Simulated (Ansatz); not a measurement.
Program: Ansatz. Geometries: PBE0-D4/def2-TZVP. ΔE: electronic, gas phase. CCSD(T)/CBS adds triple-zeta CCSD(T) − MP2 to the extrapolated MP2 energy (def2 sets, frozen cores). This one scheme is used for every species. For Ga outer-core shells are correlated without core-valence functions, which leaves a few kJ/mol of doubt a bond. Scalar relativity is left out up to krypton. One conformer a species, not always the lowest.

Reaction (cleavage of the B–Ga bond): `Cl[BH][GaH2]` + CH₃SH → `CSBCl` + `[GaH3]`

| species | CCSD(T)/CBS(def2) energy (Eh) |
| --- | --- |
| `Cl[BH][GaH2]` | -2410.30850 |
| CH₃SH | -438.22835 |
| `CSBCl` | -922.86962 |
| `[GaH3]` | -1925.70545 |

Question: Work out ΔE.

Answer: ΔE = (-922.86962) + (-1925.70545) − (-2410.30850) − (-438.22835) = -0.03822 Eh = -24.0 kcal/mol.

Question: What do rigid-rotor, harmonic-oscillator terms from PBE0-D4/def2-TZVP frequencies (298.15 K, 1 bar) make of the CCSD(T)/CBS value? (Best estimate.)

Answer: The calculation gave: ΔZPE = -0.4 kcal/mol, ΔH = -24.4 kcal/mol, ΔS = -25 J/(mol·K), ΔG = -22.6 kcal/mol.

Largest T1 diagnostic among the species: 0.014.

In def2-TZVPP, CCSD(T) changes the Hartree–Fock value by −0.9 kcal/mol (the triples alone add −0.8 kcal/mol) and MP2 by −3.1 kcal/mol. The D4 term adds −0.7 kcal/mol with B3LYP and −0.4 kcal/mol with PBE0; it sums over pairs of atoms, weighted by their polarisabilities, and B3LYP, whose exchange is more repulsive, gets the larger term. At CCSD(T), def2-SVP lies −3.7 kcal/mol from the extrapolated value and def2-TZVPP −0.7 kcal/mol.

B3LYP here is the variant with VWN-RPA as its local correlation; programs differ in this.
